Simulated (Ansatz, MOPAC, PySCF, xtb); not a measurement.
Noncovalent pair: GeH4 (SMILES [GeH4]) (first 5 atoms) with GeH4 (SMILES [GeH4]); geometry from B3LYP-D3(BJ)/def2-TZVP.
(charge 0, multiplicity 1):
```xyz
10

Ge     0.127    -0.066     0.389
H      0.507     0.362    -1.036
H      1.208    -0.999     0.952
H     -1.222    -0.798     0.364
H      0.016     1.179     1.283
Ge    -0.127     0.065     4.511
H      1.348     0.251     4.126
H     -0.778    -0.947     3.557
H     -0.859     1.411     4.404
H     -0.221    -0.459     5.952
```

Interaction energies are E(AB) − E(A) − E(B) at the monomers' geometry in the complex; basis-set methods are counterpoise corrected. Rows marked so take none.

Correlated levels freeze the cores. Filled d and f shells under p-block atoms count as core. Rows in 6-31G* carry no dispersion term and start afresh at each structure (6-31G* with six Cartesian d functions); the Pople sets are all-electron and without relativity. The state reached by AM1 isn't checked.

The values were computed with Ansatz (Gaussian orbitals); MOPAC for AM1 (differences of heats of formation); PySCF for 6-31G* rows, the dispersion terms; xtb for the GFN methods. Each number belongs to the level named beside it.

| level | interaction energy (meV) |
|---|---|
| GFN-FF | -34.9 |
| AM1 | -21.9 |
| HF/aug-cc-pVDZ | 38.5 |
| B3LYP/6-31G* (no counterpoise) | 23.1 |
| B3LYP-D3(BJ)/def2-TZVPPD | -52.2 |
| PBE0-D3(BJ)/def2-TZVPPD | -52.9 |
| BHLYP-D3(BJ)/def2-TZVPPD | -51.8 |
| CAM-B3LYP-D4/def2-TZVPPD | -41.2 |
| B2PLYP/def2-TZVPPD | ___ |

Task: What belongs in the gaps?

Result: 
- B2PLYP/def2-TZVPPD, interaction energy (meV): 5.6

Ansatz is an electronic-structure program.
